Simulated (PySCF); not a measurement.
**Relaxation of singlet TaNCl₂**

Computed with PBE0 in PySCF with Ta def2-TZVP with ECP60, N def2-TZVP, Cl def2-TZVP; scalar-relativistic core potentials, no spin–orbit coupling; density-fitted integrals. A (50,194) grid was used.

A hand-made trigonal pyramidal start, of Cs symmetry, held to at least that symmetry:

```xyz
4
charge 0 multiplicity 1, angstrom
Ta   -0.0994   -0.1721   -0.3498
N    -0.9206   -1.5944    0.5234
Cl    2.0638   -0.1722    0.8004
Cl   -1.1809    1.7013    0.8004
```

At each step, columns x, y, z (Å) and Fx, Fy, Fz (eV/Å):

```
step 0  E − E(last) = 123.66 kJ/mol
Ta  -0.099  -0.172  -0.350  -2.168  -3.761   6.494
N   -0.921  -1.594   0.523   3.045   5.273  -3.786
Cl   2.064  -0.172   0.800  -1.767   0.010  -1.355
Cl  -1.181   1.701   0.800   0.890  -1.522  -1.353
step 1  E − E(last) = 9.35 kJ/mol
Ta  -0.115  -0.198  -0.206   0.447   0.797   1.220
N   -0.885  -1.533   0.461   0.020   0.035  -0.162
Cl   2.034  -0.179   0.760  -0.744  -0.119  -0.538
Cl  -1.172   1.673   0.760   0.277  -0.713  -0.520
step 2  E − E(last) = 1.17 kJ/mol
Ta  -0.096  -0.166  -0.149   0.081   0.163   0.174
N   -0.880  -1.524   0.452  -0.032  -0.052  -0.011
Cl   2.029  -0.203   0.736   0.011  -0.074  -0.094
Cl  -1.191   1.656   0.736  -0.060  -0.036  -0.069
step 3  E − E(last) = 0.44 kJ/mol
Ta  -0.087  -0.151  -0.125  -0.104  -0.164   0.108
N   -0.879  -1.523   0.449   0.096   0.169  -0.083
Cl   2.046  -0.224   0.725   0.080  -0.043  -0.023
Cl  -1.217   1.660   0.725  -0.071   0.038  -0.002
step 4  E − E(last) = 0.03 kJ/mol
Ta  -0.079  -0.137  -0.102  -0.009  -0.011  -0.018
N   -0.873  -1.513   0.446  -0.015  -0.025   0.001
Cl   2.068  -0.252   0.715   0.059  -0.003   0.001
Cl  -1.253   1.665   0.715  -0.034   0.039   0.015
step 5  E − E(last) = 0.00 kJ/mol
Ta  -0.077  -0.133  -0.093  -0.027  -0.048   0.031
N   -0.873  -1.513   0.444   0.026   0.048  -0.022
Cl   2.079  -0.261   0.712  -0.003   0.008  -0.010
Cl  -1.266   1.670   0.712   0.004  -0.009   0.001
step 6  E − E(last) = 0.00 kJ/mol
Ta  -0.077  -0.134  -0.092  -0.001  -0.002   0.004
N   -0.873  -1.512   0.444  -0.002  -0.001  -0.001
Cl   2.079  -0.261   0.711   0.003   0.007  -0.007
Cl  -1.265   1.670   0.711   0.000  -0.004   0.004
```

It ends at Cs with Ta–Cl 2.305 Å (×2), Ta–N 1.680 Å; Cl–Ta–Cl 114.6°, Cl–Ta–N 106.7° (×2) (after a last refinement on a finer grid). The frequency run here used a shortcut that can spoil soft modes, so no verdict on minimum or saddle point is given. Other isomers or separated fragments may lie lower.

Spin–orbit coupling, left out here, can matter for elements this heavy.
